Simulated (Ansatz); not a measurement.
Cost and result for the atomization energy of H$_{6}$OSi$_{2}$Zn (10 atoms, 8 bonds).

```json
{"atom": "O1", "x (Å)": "-0.4012", "y (Å)": "0.5653", "z (Å)": "-1.5037"}
{"atom": "Si2", "x (Å)": "-0.4557", "y (Å)": "0.0100", "z (Å)": "0.0525"}
{"atom": "Si3", "x (Å)": "1.7573", "y (Å)": "-0.3644", "z (Å)": "0.7073"}
{"atom": "Zn4", "x (Å)": "-4.0124", "y (Å)": "0.6296", "z (Å)": "-1.0517"}
{"atom": "H5", "x (Å)": "-1.2434", "y (Å)": "0.7676", "z (Å)": "-1.9198"}
{"atom": "H6", "x (Å)": "-1.2506", "y (Å)": "-1.2498", "z (Å)": "0.1577"}
{"atom": "H7", "x (Å)": "1.7643", "y (Å)": "-0.8736", "z (Å)": "2.1066"}
{"atom": "H8", "x (Å)": "2.5458", "y (Å)": "0.8955", "z (Å)": "0.6562"}
{"atom": "H9", "x (Å)": "2.4049", "y (Å)": "-1.3763", "z (Å)": "-0.1693"}
{"atom": "H10", "x (Å)": "-1.1090", "y (Å)": "0.9961", "z (Å)": "0.9642"}
```

Charge 0, multiplicity 1. For Zn the d shell is correlated and the shells below it are frozen. Scalar relativity is left out up to krypton. The bonds changed during the relaxation, so this is another structure than the one it started from. The geometry is a stationary point of PBE0-D4/def2-TZVP. It is one conformer, not always the lowest. Program: Ansatz. All runs use 4 threads of an Arm Neoverse V1 on a shared host. Times are those of one run each, without the atoms' runs, and a repeat can differ threefold. Electronic energies, without spin–orbit coupling; frozen cores. CCSD(T)/CBS adds CCSD(T) − MP2 in def2-TZVPP to the MP2 limit, and its time is that of the two runs behind it. T1 = 0.014. With those shells the extrapolation isn't a true limit. B3LYP takes the VWN-RPA correlation (the form of Gaussian; ORCA's B3LYP/G).

CCSD(T)/CBS is a level of theory with its own doubt, some kJ/mol a heavy atom from the limit and from the frozen cores, so smaller differences don't rank the functionals.

```json
{"level": "PBE-D4/def2-TZVPP (with forces)", "functions": "263", "wall time": "3.1 s", "atomization (kJ/mol)": "2791.9", "difference from CCSD(T)/CBS": "-34.1", "per bond": "-4.3"}
{"level": "PBE0-D4/def2-TZVPP", "functions": "263", "wall time": "3.9 s", "atomization (kJ/mol)": "2768.3", "difference from CCSD(T)/CBS": "-57.7", "per bond": "-7.2"}
{"level": "B3LYP-D4/def2-TZVPP (with forces)", "functions": "263", "wall time": "6 s", "atomization (kJ/mol)": "2812.1", "difference from CCSD(T)/CBS": "-13.9", "per bond": "-1.7"}
{"level": "r2SCAN-D4/def2-TZVPP (with forces)", "functions": "263", "wall time": "6.5 s", "atomization (kJ/mol)": "2807.7", "difference from CCSD(T)/CBS": "-18.3", "per bond": "-2.3"}
{"level": "B2PLYP/def2-TZVPP", "functions": "263", "wall time": "7 s", "atomization (kJ/mol)": "2769.2", "difference from CCSD(T)/CBS": "-56.8", "per bond": "-7.1"}
{"level": "ωB97X-V/def2-TZVPP", "functions": "263", "wall time": "9.5 s", "atomization (kJ/mol)": "2832.3", "difference from CCSD(T)/CBS": "6.3", "per bond": "0.8"}
{"level": "ωB97M-V/def2-TZVPP (with forces)", "functions": "263", "wall time": "15 s", "atomization (kJ/mol)": "2812.8", "difference from CCSD(T)/CBS": "-13.2", "per bond": "-1.7"}
{"level": "MP2/def2-QZVPP", "functions": "477", "wall time": "24 s", "atomization (kJ/mol)": "2790.9", "difference from CCSD(T)/CBS": "-35.1", "per bond": "-4.4"}
{"level": "CCSD(T)/def2-TZVPP", "functions": "263", "wall time": "3.1 min", "atomization (kJ/mol)": "2745.6", "difference from CCSD(T)/CBS": "-80.4", "per bond": "-10.1"}
{"level": "CCSD(T)/CBS(def2)", "functions": "–", "wall time": "3.5 min", "atomization (kJ/mol)": "2826.0", "difference from CCSD(T)/CBS": "0.0", "per bond": "0.0"}
```

From PBE to PBE0 (25 % exact exchange), in def2-TZVPP and without D4, the atomization energy moves by −20.6 kJ/mol: exact exchange takes away binding that semilocal exchange gives to molecules. The D4 term adds +37.1 kJ/mol with B3LYP and +19.9 kJ/mol with PBE0; it sums over pairs of atoms, weighted by their polarisabilities, and B3LYP, whose exchange is more repulsive, gets the larger term. In def2-TZVPP, CCSD(T) changes the Hartree–Fock value by +659.6 kJ/mol (the triples alone add +28.2 kJ/mol) and MP2 by +656.8 kJ/mol; breaking electron pairs costs correlation energy, which Hartree–Fock lacks.
